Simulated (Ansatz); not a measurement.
`[SiH3][AsH2]` + H₂ → `[AsH3]` + SiH₄ at 400 K and 1 bar (hydrogenolysis of the As–Si bond).

Isolated molecules relaxed with PBE0-D4/def2-TZVP in Ansatz; ΔE leaves out vibrations. CCSD(T)/CBS is the MP2 limit (def2-TZVPP, def2-QZVPP) plus CCSD(T) − MP2 in def2-TZVPP, frozen cores. This one scheme is used for every species. For As outer-core shells are correlated without core-valence functions, which leaves a few kJ/mol of doubt a bond. Scalar relativity is left out up to krypton.

```json
{"species": "`[SiH3][AsH2]`", "CCSD(T)/CBS energy (Eh)": "-2527.08228", "H − E (kJ/mol)": "128.9", "S (J/(mol·K))": "317.0"}
{"species": "H₂", "CCSD(T)/CBS energy (Eh)": "-1.17544", "H − E (kJ/mol)": "38.0", "S (J/(mol·K))": "139.0"}
{"species": "`[AsH3]`", "CCSD(T)/CBS energy (Eh)": "-2236.79077", "H − E (kJ/mol)": "72.0", "S (J/(mol·K))": "234.9"}
{"species": "SiH₄", "CCSD(T)/CBS energy (Eh)": "-291.46306", "H − E (kJ/mol)": "96.9", "S (J/(mol·K))": "218.6"}
```

H − E and S are ideal-gas, rigid-rotor, harmonic terms from PBE0-D4/def2-TZVP. For small species the MP2-based limit differs from directly extrapolated CCSD(T) by up to some mEh (0.8 for H₂); such offsets cancel only in part. 1 Eh = 2625.50 kJ/mol, R = 8.31446 J/(mol·K).

By hand: ΔE, ΔH, ΔS and ΔG.

ΔE = (-2236.79077) + (-291.46306) − (-2527.08228) − (-1.17544) = 0.00389 Eh = 10.2 kJ/mol. Δ(H − E) = 72.0 + 96.9 − 128.9 − 38.0 = 2.0, so ΔH = 12.2 kJ/mol. ΔS = 234.9 + 218.6 − 317.0 − 139.0 = -2.5 J/(mol·K). ΔG = 12.2 − 400 × (-2.5)/1000 = 13.2 kJ/mol.

By hand: the equilibrium constant, and the temperature at which ΔG would vanish if ΔH and ΔS stayed fixed.

log₁₀ K = −ΔG/(RT ln 10) = -1.7. ΔH and −TΔS have one sign here, so there is no such temperature.

The number of gas molecules stays the same, so ΔS is small and ΔH decides. A doubt of 5 kJ/mol in ΔE shifts log₁₀ K by 0.7 here. These are equilibria of isolated gas molecules and say nothing of rates. Largest T1 diagnostic: 0.011 (customary marks: 0.02 for closed shells, 0.045 for open ones).

ΔS is within the doubt of such terms, so its sign, and with it that verdict, could turn.
